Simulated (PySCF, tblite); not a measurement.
Isomers of C5H18Si3, one GFN2-xTB conformer each. Single-point energies are computed at PBE0/pcSseg-1 (PySCF, gas phase, no added dispersion term), electronic only.

| SMILES | GFN2-xTB relative energy (kJ/mol) |
| --- | --- |
| CC(C)CC[SiH]([SiH3])[SiH3] | 29.4 |
| CCCC[SiH2][Si@@H](C)[SiH3] | 55.6 |
| CC(C)C[SiH2]C([SiH3])[SiH3] | 0.0 |

Conformers: `[CH3:1][CH:2]([CH3:3])[CH2:4][CH2:5][SiH:6]([SiH3:7])[SiH3:8]` with C1–C2–C4–C5 -173°, C2–C4–C5–Si6 60°, C4–C5–Si6–Si7 41°; `[CH3:1][CH2:2][CH2:3][CH2:4][SiH2:5][Si@@H:6]([CH3:7])[SiH3:8]` with C1–C2–C3–C4 179°, C2–C3–C4–Si5 179°, C3–C4–Si5–Si6 176°, C4–Si5–Si6–C7 178°; `[CH3:1][CH:2]([CH3:3])[CH2:4][SiH2:5][CH:6]([SiH3:7])[SiH3:8]` with C1–C2–C4–Si5 -64°, C2–C4–Si5–C6 -48°, C4–Si5–C6–Si7 -56°.

Task: What does PBE0/pcSseg-1 give for the same structures?

Result: 
```
                     SMILES  PBE0/pcSseg-1 E (Eh)  PBE0/pcSseg-1 (kJ/mol)  GFN2-xTB (kJ/mol)  point group
 CCCC[SiH2][Si@@H](C)[SiH3]           -1069.17722                     0.0               55.6           C1
CC(C)C[SiH2]C([SiH3])[SiH3]           -1069.17449                     7.2                0.0           C1
 CC(C)CC[SiH]([SiH3])[SiH3]           -1069.16393                    34.9               29.4           C1
```

GFN2-xTB puts CC(C)C[SiH2]C([SiH3])[SiH3] lowest instead; measured from each level's own lowest isomer, the values differ by up to 55.6 kJ/mol (CCCC[SiH2][Si@@H](C)[SiH3]: 55.6 against 0.0). Neighbours under 10 kJ/mol apart (CCCC[SiH2][Si@@H](C)[SiH3] and CC(C)C[SiH2]C([SiH3])[SiH3]) can change places with a better method, another conformer or zero-point energy.

Task: Which frontier levels, dipoles and rotational constants go with these structures?

Result: 
```
                     SMILES  HOMO (eV, PBE0/pcSseg-1)  LUMO (eV)  dipole (D)       A, B, C (MHz)
 CCCC[SiH2][Si@@H](C)[SiH3]                     -7.73      -0.41        0.38  2096, 383.2, 337.9
CC(C)C[SiH2]C([SiH3])[SiH3]                     -8.15       0.23        1.09  1707, 592.2, 518.1
 CC(C)CC[SiH]([SiH3])[SiH3]                     -8.13      -0.36        0.99  1564, 592.3, 476.4
```

Task: What happens when harmonic zero-point energies from GFN2-xTB frequencies are added?

Result: 
```csv
SMILES,ZPE (kJ/mol),electronic (kJ/mol),with ZPE (kJ/mol)
CCCC[SiH2][Si@@H](C)[SiH3],541.9,0.0,4.2
CC(C)C[SiH2]C([SiH3])[SiH3],530.6,7.2,0.0
CC(C)CC[SiH]([SiH3])[SiH3],538.7,34.9,35.8
```

The zero-point energies span 11.3 kJ/mol. CC(C)C[SiH2]C([SiH3])[SiH3] becomes the lowest.
